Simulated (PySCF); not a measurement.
## Which basis set comes closest?

Molecule: `InChI=1S/C6H13NO/c1-5(8)7-6(2,3)4/h1-4H3,(H,7,8)`.

Molfile (atoms numbered from 1):
```
C6H13NO
     RDKit          3D

 21 20  0  0  0  0  0  0  0  0999 V2000
    2.6153   -0.5575    0.0083 C   0  0  0  0  0  0  0  0  0  0  0  0
    1.1381   -0.8547    0.1774 C   0  0  0  0  0  0  0  0  0  0  0  0
    0.7292   -1.9701    0.4432 O   0  0  0  0  0  0  0  0  0  0  0  0
    0.3265    0.2235    0.0083 N   0  0  0  0  0  0  0  0  0  0  0  0
   -1.1361    0.2190    0.1274 C   0  0  0  0  0  0  0  0  0  0  0  0
   -1.5986    1.6518   -0.1272 C   0  0  0  0  0  0  0  0  0  0  0  0
   -1.5471   -0.2186    1.5358 C   0  0  0  0  0  0  0  0  0  0  0  0
   -1.7411   -0.7180   -0.9213 C   0  0  0  0  0  0  0  0  0  0  0  0
    3.1730   -1.4935    0.1225 H   0  0  0  0  0  0  0  0  0  0  0  0
    2.9593    0.1629    0.7664 H   0  0  0  0  0  0  0  0  0  0  0  0
    2.8232   -0.1281   -0.9837 H   0  0  0  0  0  0  0  0  0  0  0  0
    0.7656    1.1103   -0.1993 H   0  0  0  0  0  0  0  0  0  0  0  0
   -2.6930    1.7181   -0.0512 H   0  0  0  0  0  0  0  0  0  0  0  0
   -1.3096    1.9887   -1.1358 H   0  0  0  0  0  0  0  0  0  0  0  0
   -1.1668    2.3454    0.6122 H   0  0  0  0  0  0  0  0  0  0  0  0
   -2.6428   -0.2014    1.6369 H   0  0  0  0  0  0  0  0  0  0  0  0
   -1.1191    0.4590    2.2904 H   0  0  0  0  0  0  0  0  0  0  0  0
   -1.1881   -1.2365    1.7356 H   0  0  0  0  0  0  0  0  0  0  0  0
   -1.3793   -1.7429   -0.7661 H   0  0  0  0  0  0  0  0  0  0  0  0
   -1.4591   -0.3951   -1.9351 H   0  0  0  0  0  0  0  0  0  0  0  0
   -2.8393   -0.7145   -0.8498 H   0  0  0  0  0  0  0  0  0  0  0  0
  1  2  1  0
  2  3  2  0
  2  4  1  0
  4  5  1  0
  5  6  1  0
  5  7  1  0
  5  8  1  0
  1  9  1  0
  1 10  1  0
  1 11  1  0
  4 12  1  0
  6 13  1  0
  6 14  1  0
  6 15  1  0
  7 16  1  0
  7 17  1  0
  7 18  1  0
  8 19  1  0
  8 20  1  0
  8 21  1  0
M  END
```

Geometry PBE0-D3(BJ)/def2-SVP throughout; GIAO in PySCF, gas phase, one conformer, non-relativistic; equivalent atoms averaged; functional PBE0.

Reference values (measured; solution, not stated per compound (mostly CDCl3 or CCl4); Pretsch, Buehlmann, Badertscher, Structure Determination of Organic Compounds, 4th ed. (2009)): δ(C5) = 49.9 ppm, δ(C6/C7/C8) = 28.6 ppm, δ(H13/H14/H15/H16/H17/H18/H19/H20/H21) = 1.28 ppm. Computed shifts are taken against TMS, calculated as an isolated molecule at each level.

Problem. How do the basis sets STO-3G, pcSseg-0, 6-31G, 6-31G*, cc-pVDZ, def2-SVP, pcSseg-1, 6-311+G(2d,p), aug-cc-pVDZ, def2-TZVP perform against the reference? Times are CPU seconds on shared hosts with different chips, so compare them loosely.

Solution. 
```tsv
basis set	functions	C5	C6/C7/C8	H13/H14/H15/H16/H17/H18/H19/H20/H21	mean abs. error C	abs. error H	core-s
STO-3G	53	49.4	25.1	1.09	2.0	0.19	11
pcSseg-0	98	49.6	31.8	1.50	1.7	0.22	12
6-31G	98	49.1	28.9	1.54	0.5	0.26	23
6-31G*	138	47.8	27.6	1.33	1.6	0.05	35
cc-pVDZ	177	51.0	28.9	1.26	0.7	0.02	28
def2-SVP	177	47.1	28.0	1.23	1.7	0.05	25
pcSseg-1	201	50.0	29.2	1.31	0.3	0.03	27
6-311+G(2d,p)	294	50.8	27.9	1.25	0.8	0.03	110
aug-cc-pVDZ	301	50.9	28.0	1.34	0.8	0.06	63
def2-TZVP	326	51.7	28.8	1.26	1.0	0.02	69
```

For ¹³C the closest is pcSseg-1 (0.3 ppm, with 6-31G practically level) and the furthest STO-3G (2.0 ppm).

For ¹H the closest is cc-pVDZ (0.02 ppm, with def2-TZVP, pcSseg-1, 6-311+G(2d,p) practically level) and the furthest 6-31G (0.26 ppm). Where a smaller basis beats a larger one, errors probably cancel. One molecule is a small sample, and vibrational and solvent effects are absent from the calculation.

A small basis that lands close on one nucleus may do so by chance; judge by the trend and by all nuclei.
